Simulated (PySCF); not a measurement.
AsF₃H₂Si. Atoms are numbered in the order given.

```xyz
7

F     -1.4459    -0.7557     1.2969
Si    -0.8677     0.0022     0.0000
F     -1.4459    -0.7557    -1.2969
F     -1.5110     1.4780     0.0000
As     1.4774    -0.0529     0.0000
H      1.5086     1.0075    -1.1022
H      1.5086     1.0075     1.1022
```

Geometry optimised at B3LYP-D3(BJ)/def2-SVP.

Calculation: TDDFT-PBE/def2-SVPD in PySCF.

Vertical excitations. Isolated molecule, no solvent. State labels are in the subgroup Cs.

| state | symmetry | energy (eV) | λ (nm) | f | main pairs |
|---|---|---|---|---|---|
| S1 | A' | 6.51 | 190 | 0.106 | HOMO→LUMO+2 64 %, HOMO→LUMO 35 % |
| S2 | A" | 6.58 | 189 | 0.007 | HOMO→LUMO+1 95 % |
| S3 | A' | 7.01 | 177 | 0.076 | HOMO→LUMO 52 %, HOMO→LUMO+2 33 % |
| S4 | A" | 7.67 | 162 | 0.003 | HOMO→LUMO+4 55 %, HOMO−1→LUMO+1 44 % |
| S5 | A' | 7.72 | 161 | 0.013 | HOMO→LUMO+3 72 %, HOMO−1→LUMO 20 % |
| S6 | A' | 7.90 | 157 | 0.178 | HOMO−1→LUMO+2 70 %, HOMO−1→LUMO 23 % |
| S7 | A' | 8.10 | 153 | 0.020 | HOMO→LUMO+5 70 %, HOMO−1→LUMO 14 % |
| S8 | A" | 8.25 | 150 | 0.074 | HOMO→LUMO+4 32 %, HOMO−1→LUMO+1 31 %, HOMO−2→LUMO 16 %, HOMO−2→LUMO+2 14 % |
| S9 | A' | 8.32 | 149 | 0.239 | HOMO→LUMO+5 28 %, HOMO−1→LUMO 27 %, HOMO→LUMO+3 14 %, HOMO−1→LUMO+2 12 % |
| S10 | A" | 8.62 | 144 | 0.006 | HOMO−2→LUMO 76 %, HOMO−2→LUMO+2 18 % |
| T1 | A' | 5.64 | 220 | 0 | HOMO→LUMO 85 %, HOMO→LUMO+2 14 % |
| T2 | A" | 5.79 | 214 | 0 | HOMO→LUMO+1 95 % |
| T3 | A' | 6.19 | 200 | 0 | HOMO→LUMO+2 84 %, HOMO→LUMO 14 % |
| T4 | A" | 6.98 | 178 | 0 | HOMO−1→LUMO+1 71 %, HOMO→LUMO+4 23 % |
Triplets are in the Tamm–Dancoff approximation, which puts them higher than full response would, so one can lie above its singlet here.
